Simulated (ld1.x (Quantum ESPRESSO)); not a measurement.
Before and after: ultrasoft potential for gallium

```json
{
 "Element": "gallium (Ga)",
 "Generator": "ld1.x (Quantum ESPRESSO) 7.5",
 "Type": "ultrasoft",
 "Functional": "revPBE",
 "Relativity": "scalar-relativistic",
 "Frozen core": "[Ne]",
 "Valence charge": "21",
 "Reference configuration": "3s2 3p6 3d10 4s2 4p0.5 (charge +0.5)",
 "Partial waves": "3s (bound): rcut 0.85, rcutus 1.00 bohr; 4s (bound): rcut 0.85, rcutus 1.00 bohr; 3p (bound): rcut 0.95, rcutus 1.05 bohr; 4p (bound): rcut 0.95, rcutus 1.05 bohr; 3d (bound): rcut 0.80, rcutus 1.05 bohr; 3d channel at -0.9 Ry: rcut 0.80, rcutus 1.05 bohr",
 "Local potential": "all-electron potential smoothed inside 1.05 bohr (lloc = -2)",
 "Core correction": "a·sin(br)/r model core inside 0.65 bohr",
 "Augmentation charge": "PSQ, inside the norm-conserving radii"
}
```

Change: wave 3d channel at -0.9 Ry: rcut 0.80, rcutus 1.05 bohr becomes 3d channel at -0.94 Ry: rcut 0.80, rcutus 1.05 bohr.

Cutoffs: the cutoffs (Ry, on a coarse ladder) from which the occupation-weighted sum of valence levels, in a spherical-Bessel basis at the reference potential, stays within 10 and 1 mRy of its value at 400 Ry; they do not see the model core or the augmentation charge, which bear on the density cutoff. Errors are all-electron minus pseudo energies relative to the spin-unpolarised reference configuration.

**Question.** How do hardness, ghosts and transferability respond?

**Answer.** The potential gets neither clearly harder nor softer (140 Ry and 230 Ry → 140 Ry and 230 Ry); the errors of the 7 common tests hardly move; neither file shows a bound ghost.

```tsv
quantity	base	changed
cutoff, loose	140 Ry	140 Ry
cutoff, tight	230 Ry	230 Ry
bound ghosts	none	none
error for 3s2 3p6 3d10 4s2 4p1, meV [ΔE -2.00 eV]	0.0	0.0
error for 3s2 3p6 3d10 4s2 4p0, meV [ΔE 3.62 eV]	-0.4	-0.4
error for 3s2 3p6 3d10 4s1 4p0, meV [ΔE 24.60 eV]	-2.2	-2.3
error for 3s2 3p6 3d10 4s1 4p2, meV [ΔE 4.51 eV]	-0.6	-0.6
error for 3s2 3p6 3d10 4s0 4p0, meV [ΔE 55.66 eV]	-4.8	-4.9
error for 3s1 3p6 3d10 4s2 4p1, meV [ΔE 155.75 eV]	-46	-46
error for 3s2 3p6 3d10 4s2 4p1.3, meV [ΔE -2.52 eV]	0.0	0.0
s: phases at 1.14 bohr within 0.05 rad from the reference energy up to (Ry; the scan ends near 5)	to the end of the scan	to the end of the scan
p: phases at 1.14 bohr within 0.05 rad from the reference energy up to (Ry; the scan ends near 5)	to the end of the scan	to the end of the scan
d: phases at 1.14 bohr within 0.05 rad from the reference energy up to (Ry; the scan ends near 5)	to the end of the scan	to the end of the scan
lowest overlap eigenvalue by channel	s 0.16, p 0.16, d 0.91	s 0.16, p 0.16, d 0.90
```
